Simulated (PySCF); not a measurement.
C4H6N2O2Si.
SMILES with atom numbers: `[O:1]=[C:2]([OH:3])[c:4]1[cH:5][n:6][cH:7][n:8]1[SiH3:9]`

Probes without a nucleus sit at each ring's centroid and 1 Å off its mean plane on both sides; NICS is minus the shielding there, NICSzz its component along the normal. Level: GIAO KT3/pcSseg-1 (PySCF, non-relativistic, gas phase) on the PBE0-D3(BJ)/def2-SVP geometry, one conformer.

Ring bond lengths (Å): C4–C5 1.382, C5–N6 1.356, N6–C7 1.317, C7–N8 1.360, N8–C4 1.383.

Question: What do the NICS probes read (ppm)?

Answer: 
```tsv
ring	type	NICS(0)	NICS(1), two faces	NICS(1)zz, two faces	rms pucker (Å)	centre to ring atoms, mean (Å)
C4–C5–N6–C7–N8	5-membered ring with 2 N; formal bonds all aromatic	-11.5	-10.7 / -10.7	-27.6 / -27.6	0.00	1.16
```

Question: What do they say, and how far can they be read as aromaticity?

Answer: 
- C4–C5–N6–C7–N8: mean NICS(1)zz -27.6 ppm, shielded. For a flat ring without four-coordinate atoms the NICS criterion counts such a value as aromatic.

Question: And the bond-length index? HOMA = 1 − mean of α(R − Ropt)² over the ring bonds, with Krygowski's 1993 parameters (CC: Ropt 1.388 Å, α 257.7 Å⁻²; CN: Ropt 1.334 Å, α 93.52 Å⁻²).

Answer: 
- C4–C5–N6–C7–N8: HOMA 0.92; the largest term is that of N8–C4, α(R − Ropt)² = 0.23. The geometric and the magnetic index point the same way.

Question: At the first NICS(1) probe listed for ring C4–C5–N6–C7–N8, 1 Å off the ring, how large is the induced field along the normal in 14.1 T applied along it?

Answer: NICSzz × B0 = -27.6 ppm × 14.1 T = -389 μT, against the applied field.

Question: List the ring angles.

Answer: 
- C4–C5–N6–C7–N8: C4 106.4°, C5 110.0°, N6 105.3°, C7 113.4°, N8 105.0°; sum 540.0° against 540° for a flat convex ring.

Question: How do the values depend on the level or the medium?

Answer: 
```json
{"level": "KT3/pcSseg-1, gas", "NICS(0), C4–C5–N6–C7–N8": "-11.5", "mean NICS(1)zz, C4–C5–N6–C7–N8": "-27.6"}
{"level": "PBE0/pcSseg-1, gas", "NICS(0), C4–C5–N6–C7–N8": "-11.3", "mean NICS(1)zz, C4–C5–N6–C7–N8": "-28.4"}
```

The geometry is the same throughout.

Shape of the structure used: `[O:1]=[C:2]([OH:3])[c:4]1[cH:5][n:6][cH:7][n:8]1[SiH3:9]`: O1–C2–C4–C5 180°, H–O3–C2–O1 0°.
